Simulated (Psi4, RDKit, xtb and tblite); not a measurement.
Conformational energy of H₅BSSi, SMILES [SiH2](S)B, singlet. Scanned: dihedral H4–B1–Si2–S3 and dihedral B1–Si2–S3–H8; all other coordinates were relaxed at GFN2-xTB. Points at φ and −φ are mirror images. Heavy atoms are numbered in the order of the SMILES B[SiH2]S, hydrogens after them in the order of the atoms that carry them; the mirror image has the same energies with the sign of each dihedral reversed.

Computed with: GFN2-xTB (xtb and tblite); PBE/def2-SVP // GFN2-xTB (Psi4); PBE-D3(BJ)/def2-SVP // GFN2-xTB (Psi4); UFF // GFN2-xTB (RDKit).

Energies in kcal/mol at chosen points (x: dihedral H4–B1–Si2–S3 (°); y: dihedral B1–Si2–S3–H8 (°)), relative to x = 0, y = 180:

| method | (150, 120) | (-90, -60) | (120, 90) | (120, -90) | (90, 30) | (-90, 60) | (180, 120) |
|---|---|---|---|---|---|---|---|
| GFN2-xTB | 1.0 | -2.0 | 0.4 | 0.7 | -0.1 | -2.0 | 1.2 |
| PBE/def2-SVP | 1.1 | -7.6 | -1.2 | -1.2 | -2.5 | -8.0 | 1.0 |
| PBE-D3(BJ)/def2-SVP | 1.1 | -8.0 | -1.2 | -1.2 | -2.7 | -8.3 | 1.0 |
| UFF | 2.3 | 52.9 | 2.1 | 1.9 | 7.1 | 53.9 | 1.3 |
